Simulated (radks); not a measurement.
Task: The mean radii <r> (bohr) of the occupied orbitals of an atom or ion are listed with their occupations. Calculated with a radial shooting solver on a logarithmic mesh with Libxc functionals: Dirac Kohn-Sham, LDA (Slater exchange, Perdew-Wang correlation), spin-unpolarised, spherical densities, finite nucleus; Fermi nuclear charge, rms radius of each element as measured or else 0.836 A^(1/3) + 0.57 fm.

orbital  occ.      <r>
1s1/2       2  0.09110
2s1/2       2   0.4301
2p1/2       2   0.3852
2p3/2       3   0.3872

Name the element and its charge. Open shells, if any, fill j = l - 1/2 first.

Result: Z = 17, chlorine, charge +8: Cl8+ in [He] 2s2 2p5. The 1s radius gives Z: for a bare nucleus <r> = (2 gamma + 1)/(2Z) with gamma = sqrt(1 - (Z/c)^2), 0.08778 bohr for Z = 17, and screening makes it slightly larger (0.09110 here). The occupations add up to 9, and the charge is Z minus that.
